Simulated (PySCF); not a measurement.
C6H8P (charge -1).
Cartesian coordinates in Å at the GFN2-xTB level; atoms count from 1:
```xyz
15
C6H8P angstrom
C     -0.7609    1.4790    0.5204
C      0.2419    0.4479    0.0896
C      1.6158    0.6955   -0.0343
C      2.3261   -0.4097   -0.4444
P      1.3147   -1.8087   -0.6923
C     -0.0898   -0.8592   -0.2301
C     -1.4891   -1.3976   -0.1847
H     -1.2796    1.1715    1.4339
H     -0.2679    2.4327    0.7139
H     -1.5224    1.6379   -0.2495
H      2.0707    1.6596    0.1726
H      3.3972   -0.4343   -0.5997
H     -1.5003   -2.4477   -0.4738
H     -1.9133   -1.3124    0.8220
H     -2.1474   -0.8466   -0.8656
```

Definitions: NICS(0) = −σiso at the ring centroid; NICS(1) = −σiso and NICS(1)zz = −σzz at ±1 Å along the ring normal z. Level: GIAO PBE0/pcSseg-1 (PySCF, non-relativistic, gas phase) on the GFN2-xTB geometry, one conformer.

Ring bond lengths (Å), with Mayer bond orders in brackets: C2–C3 1.402 (1.36), C3–C4 1.376 (1.49), C4–P5 1.744 (1.27), P5–C6 1.757 (1.25), C6–C2 1.386 (1.50).

**Question.** What do the NICS probes read (ppm)?

**Answer.** 
```tsv
ring	type	NICS(0)	NICS(1), two faces	NICS(1)zz, two faces	rms pucker (Å)	centre to ring atoms, mean (Å)
C2–C3–C4–P5–C6	5-membered ring with P; formal bonds all aromatic	-12.4	-11.1 / -11.1	-28.6 / -28.6	0.00	1.30
```

**Question.** What do they say, and how far can they be read as aromaticity?

**Answer.** 
- C2–C3–C4–P5–C6: mean NICS(1)zz -28.6 ppm, shielded.

**Question.** How equal are the bonds by HOMA? HOMA takes Krygowski's 1993 parameters.

**Answer.** 
- C2–C3–C4–P5–C6: HOMA 0.85; the largest term is that of P5–C6, α(R − Ropt)² = 0.42.

**Question.** What is the mean of the two in-plane components of NICS at the first NICS(1) probe listed for ring C2–C3–C4–P5–C6, 1 Å off the ring?

**Answer.** The isotropic value is a third of the trace: (3 × -11.1 − (-28.6))/2 = -2.3 ppm.

**Question.** Give the inner angles of the rings and the Hirshfeld charges of the ring atoms.

**Answer.** 
- C2–C3–C4–P5–C6: C2 112.4° (-0.074 e), C3 113.0° (-0.152 e), C4 112.8° (-0.211 e), P5 89.6° (-0.240 e), C6 112.3° (-0.124 e); sum 540.0° against 540° for a flat convex ring.

**Question.** What are the shieldings of the ring atoms and their hydrogens in the same run (means over atoms taken as equivalent)?

**Answer.** 
```csv
atoms,environment,σ isotropic (ppm)
C2,substituted aromatic carbon,65.7
C3,aromatic CH carbon,68.4
C4,aromatic CH carbon,59.2
P5,phosphorus bonded to 2 C,230.6
C6,substituted aromatic carbon,47.3
H11,aromatic hydrogen,25.32
H12,aromatic hydrogen,25.33
```
